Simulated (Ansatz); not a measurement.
Born–Oppenheimer molecular dynamics of CH3F2NOSi (9 atoms, charge 0, multiplicity 1). It starts at the highest image of a converged band. Of that band: Beside the main top the profile has a ripple of under 15 meV (maxima at images 2, 5), which may be a very shallow well or noise. Neighbouring images differ by up to 2.4 eV, so the band resolves the path poorly. A vibrational analysis at the climbing image gives one clearly imaginary mode, 1205i cm⁻¹: a first-order saddle point.

Computed with RKS PBE-D4/def2-SVP in Ansatz.

* ensemble: NVE (velocity Verlet)
* time step: 0.5 fs
* steps asked: 200
* starting velocities drawn for: 300 K
* seed: 3065

First frame:

```xyz
9
Properties=species:S:1:pos:R:3
F 1.868 -0.676 0.876
Si 0.374 -0.799 0.281
F 0.162 -2.331 -0.178
N 0.139 0.295 -1.131
C -0.332 1.285 -0.298
O -0.804 -0.188 1.264
H -0.622 -0.080 -1.726
H -1.219 0.737 0.608
H 0.523 1.710 0.288
```

Task: How far do the bonds stretch over the last three quarters of this one trajectory? (Pairs bonded in most of those frames.)

Result: 
| bond | mean (Å) | spread (Å) | shortest | longest |
| --- | --- | --- | --- | --- |
| F1–Si2 | 1.632 | 0.039 | 1.57 | 1.69 |
| Si2–F3 | 1.622 | 0.021 | 1.58 | 1.65 |
| Si2–N4 | 1.776 | 0.064 | 1.70 | 1.93 |
| Si2–C5 | 2.271 | 0.066 | 2.14 | 2.37 |
| Si2–O6 | 1.667 | 0.058 | 1.56 | 1.78 |
| N4–C5 | 1.443 | 0.080 | 1.34 | 1.60 |
| N4–H7 | 1.036 | 0.023 | 1.00 | 1.08 |
| C5–H8 | 1.130 | 0.032 | 1.06 | 1.21 |
| C5–H9 | 1.129 | 0.040 | 1.07 | 1.21 |

Mean temperature of the second half: 1680 K. The conserved energy stayed within 0.32 meV per atom of its start (net change 0.16 meV per atom), so the integration is sound. The system heated up, since it started high on the potential surface and ran downhill. A run of 0.1 ps of so small a system gives no equilibrium averages. The orbitals stay closed-shell, which can raise the energy where a bond breaks towards radicals; this wasn't checked here.

Run time: 5.9 min on 2 threads of Arm Neoverse V1, on a shared host, peak memory 0.14 GiB.
